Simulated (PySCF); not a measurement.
Cost of one run: shielding job, `N#Cc1ccc2c(c1)CC2`.

Method: GIAO PBE0/pcSseg-1 NMR shielding, non-relativistic, gas phase (PySCF 2.14.0, density-fitted response routines). Geometry: GFN2-xTB. Work: shieldings, ring-centre shieldings, charges and field gradients, density fitting. A driver script takes a list of jobs; this job's settings line and coordinates (Å) are shown.

Input:
```
{"job": {"kind": "nmr", "xc": "PBE0", "basis": "pcSseg-1"}, "charge": 0, "multiplicity": 1}
N      4.187200     0.892792    -0.931853
C      3.121898     0.616572    -0.609011
C      1.806094     0.279689    -0.216720
C      1.619320    -0.428660     0.972754
C      0.349674    -0.791130     1.414284
C     -0.693636    -0.410046     0.606293
C     -0.507568     0.297420    -0.584584
C      0.730115     0.667212    -1.037129
C     -1.983632     0.341580    -0.881395
C     -2.189581    -0.441758     0.446484
H      2.489265    -0.696016     1.555193
H      0.218937    -1.337563     2.335904
H      0.904086     1.216827    -1.949960
H     -2.283784    -0.194946    -1.779632
H     -2.418504     1.339196    -0.898134
H     -2.616892    -1.436308     0.332068
H     -2.739989     0.097170     1.215528
```

Hardware: an Arm Neoverse V1 with one thread (shared host).

The basis has 205 functions.

Task: How long does the run take?

Result: About 35 s. The SCF took 14 cycles.

The SCF part of the output:
```
coarse grid: 15176 points
cycle   1  E = -401.2308235661  dE =  1.943e+00  |g| = 4.612e-01  |ddm| = 4.456e+00
cycle   2  E = -401.1108728784  dE =  1.200e-01  |g| = 8.878e-01  |ddm| = 1.391e+00
cycle   3  E = -401.2813799275  dE = -1.705e-01  |g| = 1.464e-01  |ddm| = 8.969e-01
cycle   4  E = -401.2864030037  dE = -5.023e-03  |g| = 3.841e-02  |ddm| = 1.740e-01
cycle   5  E = -401.2867377505  dE = -3.347e-04  |g| = 1.198e-02  |ddm| = 5.956e-02
cycle   6  E = -401.2867717538  dE = -3.400e-05  |g| = 3.228e-03  |ddm| = 1.479e-02
cycle   7  E = -401.2867740254  dE = -2.272e-06  |g| = 1.268e-03  |ddm| = 3.867e-03
final grid: 149472 points
cycle   8  E = -401.3464794420  dE = -3.761e-05  |g| = 7.347e-03  |ddm| = 5.493e-02
cycle   9  E = -401.3464775032  dE =  1.939e-06  |g| = 8.001e-03  |ddm| = 1.718e-02
cycle  10  E = -401.3464932854  dE = -1.578e-05  |g| = 1.539e-03  |ddm| = 8.989e-03
cycle  11  E = -401.3464938494  dE = -5.640e-07  |g| = 4.694e-04  |ddm| = 1.789e-03
cycle  12  E = -401.3464938943  dE = -4.495e-08  |g| = 1.697e-04  |ddm| = 5.395e-04
cycle  13  E = -401.3464939001  dE = -5.797e-09  |g| = 6.100e-05  |ddm| = 1.889e-04
cycle  14  E = -401.3464939010  dE = -8.836e-10  |g| = 1.518e-05  |ddm| = 6.539e-05
converged SCF energy = -401.3464939010
```

On the final grid dE counts from the start density on that grid.

Times come from a shared host and carry two figures at best.
